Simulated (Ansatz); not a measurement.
Species: H2BSO, charge 0, doublet. H2BSO (SMILES OB[S], doublet).
B3LYP-D3(BJ)/def2-TZVP minimum from Ansatz (an electronic-structure program):
```
B
O 1 1.3564
H 2 0.9634 1 115.41
H 1 1.1960 2 118.26 3 -180.00
S 1 1.7914 4 114.88 2 -180.00
```
Charge 0, spin multiplicity 2.

Total energies in aug-cc-pV(D+d)Z, 17 correlated electrons, 7 frozen orbitals. Open shells are spin-unrestricted; no spin-orbit coupling. Correlated methods leave the cores frozen. No relativity.

```
method    program  energy (Eh)  minus CCSDT(Q) (mEh)
--------  -------  -----------  --------------------
HF         Ansatz   -498.31780                446.63
MP2        Ansatz   -498.71692                 47.51
CCSD       Ansatz   -498.74843                 16.00
CCSD(T)    Ansatz   -498.76227                  2.16
CCSDT(Q)   Ansatz   -498.76443                  0.00
```

Rough core times of Ansatz's runs on a shared machine: CCSD(T) 2 min, CCSDT(Q) 50 min.
